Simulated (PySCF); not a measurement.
# Which determinant of RbB⁺ lies lowest?

Unrestricted PBE0; basis Rb def2-SVPD with ECP28, B def2-SVPD; scalar-relativistic core potentials; PySCF 2.14. Outer shells of the fragments: Rb+ closed shells only; B 2s2 2p1.

Followed along the bond (rough minima from three points):

| 2Ms+1 | unpaired | ⟨S²⟩ at the start | R at minimum (Å) | Te (eV) |
| --- | --- | --- | --- | --- |
| 2 | σ ↑ | 0.75 | 3.58 | 0.00 |
| 2 | π ↑ | 0.76 | 3.71 | 0.27 |
| 4 | σ ↑↑, π ↑ | 3.75 | 3.75 | 3.19 |

Solutions found at the starting distance of 2.975 Å, counted from the lowest of them; the search is not exhaustive and high or unbound solutions are not listed, so other states can lie among these:

```csv
2Ms+1,unpaired,term,E (eV),⟨S²⟩,⟨Lz²⟩,μ (D)
2,σ ↑,²Σ⁺,0.00,0.75,0.00,-0.20
2,π ↑,²Π,0.18,0.76,1.01,-0.33
4,"σ ↑↑, π ↑",⁴Π,3.18,3.75,1.00,-0.73
4,"σ ↑, π ↑↑",⁴Σ⁻,3.35,3.75,0.00,-0.59
2,"σ ↑↑, π ↓",mixed,5.00,1.75,1.00,-0.64
2,"σ ↑, π ↑↓",mixed,5.16,1.75,2.01,-0.46
2,δ ↑,²Δ,8.11,0.75,4.00,7.79
4,σ ↑↑↑,⁴Σ⁺,9.23,3.75,0.00,8.85
```

A term symbol is given only where ⟨S²⟩ and ⟨Lz²⟩ are close to those of a pure state; real π, δ and φ orbitals otherwise mix terms. A positive dipole points towards B; it is taken about the centre of mass and depends on that origin.

Problem. Compare the gap between the two lowest followed solutions at the starting distance with the gap between their minima.

Solution. At PBE0 the second solution (doublet, unpaired electrons π ↑) lies +0.18 eV from the first (doublet, unpaired electrons σ ↑) at 2.975 Å and +0.27 eV at the minima; the two curves relax by different amounts, since their minima lie near 3.71 and 3.58 Å.

Spin–orbit coupling is left out. Counting both spins, an empty level lies below a filled one in some of these solutions, because spin and occupation are held.
